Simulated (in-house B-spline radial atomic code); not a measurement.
**Zn: [Ar] 3d10 4s1 5g1 (an excited or competing configuration)**

All numbers are computed (Dirac-Hartree-Fock, average of configuration; Fermi nucleus of rms radius 3.9283 fm) with a B-spline radial code for spherical atoms, not measured.

Z_r = [3n² - l(l+1)]/(2<r>); Z_e = n√(-2ε); the last column is Slater's effective charge. Values are occupation-weighted means over j.

```tsv
shell	electrons	ε (eV)	<r> (bohr)	Z_r	Z_e	Slater
1s	2	-9743.2	0.05028	29.83	26.76	29.70
2s	2	-1242.1	0.225	26.67	19.11	25.85
2p	6	-1073.5	0.198	25.25	17.77	25.85
3s	2	-166.07	0.681	19.82	10.48	18.75
3p	6	-113.84	0.7152	17.48	8.68	18.75
3d	10	-29.059	0.8729	12.03	4.38	8.85
4s	1	-15.858	2.526	9.50	4.32	4.70
5g	1	-0.54423	27.5	1.00	1.00	-
```

The least bound orbital is 5g9/2 at -0.5442 eV, and it is also the most diffuse (<r> = 27.5 bohr).

Spin-orbit splittings of the orbital energies (j = l + 1/2 above j = l - 1/2 when positive): 2p 24.19 eV, 3p 3.279 eV, 3d 0.4366 eV, 5g 2.885e-07 eV.

For the 1s electron the small component carries 1.17 % of the norm, the zero-frequency Breit interaction raises the level by 13.17 eV, self-energy by 6.728 eV, and vacuum polarisation lowers it by 0.6236 eV.
